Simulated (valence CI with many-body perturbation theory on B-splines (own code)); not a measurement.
Values are calculated unless marked as measured or tabulated.
**Sensitivity of CI+MBPT for As²⁸⁺**

Method: configuration interaction combined with many-body perturbation theory (CI+MBPT): three valence electrons over a frozen Dirac-Fock core [He], radial functions for each j: 6 s, 6 p, 5 d, 3 f, 1 g, with the one-electron correlation potential Σ1, the two-electron term Σ2, the three-electron term Σ3, Breit, model QED; selected CI, second order for the rest, scaled by the run's own slope (own B-spline code, finite nucleus).

The last digits are not significant, and no measured levels were compared; by estimate large intervals hold to a few tenths of a per cent, small ones and those within an open d or f shell to about a per cent.

The reference run has the lowest level 2s2 2p 2P°_1/2 and an ionisation energy of 3088.94 eV. Its largest variational space holds 4328 state functions.

Names give the largest LS component (configuration and term), which can be under half, so a name can repeat, a term be missing and a line seem to break the LS rules; names also repeat where a configuration has a term twice.

Changed runs:
A. cutoff of virtual states (hartree) 2178 → 6360; Breit term on → off; QED terms on → off
B. Breit term on → off
C. highest l in the core sums 6 → 5
D. factor on the speed of light 1 → 0.9 (bad on purpose)

Excitation energies of the reference run in cm⁻¹, and shifts in cm⁻¹:

```tsv
Level	Reference	A	B	C	D
2s2 2p 2P°_3/2	336863	+8326	+8961	+0.2	+82765
2s 2p2 4P_1/2	603250	+590	-7809	-3.6	+29524
2s 2p2 4P_3/2	801296	+6684	-1128	-3.4	+94956
2s 2p2 4P_5/2	915488	+14316	+6616	-3.4	+105311
2s 2p2 2D_3/2	1175810	+10286	+2438	-3.4	+98565
2s 2p2 2P_1/2	1266310	+4069	-4032	-3.5	+81892
2s 2p2 2D_5/2	1310070	+16392	+9109	-3.2	+160255
2s 2p2 2S_1/2	1626640	+11020	+3764	-3.2	+169066
2s 2p2 2P_3/2	1638340	+15881	+8544	-3.2	+167972
2p3 4S°_3/2	1911020	+9548	-6872	-7.1	+117655
2p3 2D°_3/2	2169300	+13283	-2740	-7.0	+179516
2p3 2D°_5/2	2249760	+21096	+5130	-7.0	+185771
Ionisation energy (eV)	3088.94	+2.20	+2.25	+0.00051	+11.74
```
